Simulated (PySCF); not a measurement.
B(F)(OH)(NH2), SMILES NB(O)F (PBE0/def2-SVP optimised geometry):

```
7

B     -0.143     0.005     0.000
F     -0.805    -1.168     0.000
O     -0.851     1.168     0.000
H     -1.799     1.007     0.002
N      1.258     0.005     0.000
H      1.796     0.858    -0.001
H      1.799    -0.846     0.001
```

Method: PBE0/def2-TZVP in PySCF 2.14.0.

Question: What are the frontier orbital energies and the dipole moment?

Answer: HOMO-2 -10.42 eV, HOMO-1 -10.11 eV, HOMO -7.96 eV, LUMO 0.76 eV, LUMO+1 1.75 eV; dipole moment 0.77 D.

Meta-Löwdin charges at PBE0/def2-TZVP: B1 0.55, F2 -0.34, O3 -0.55, H4 0.36, N5 -0.53, H6 0.25, H7 0.25.
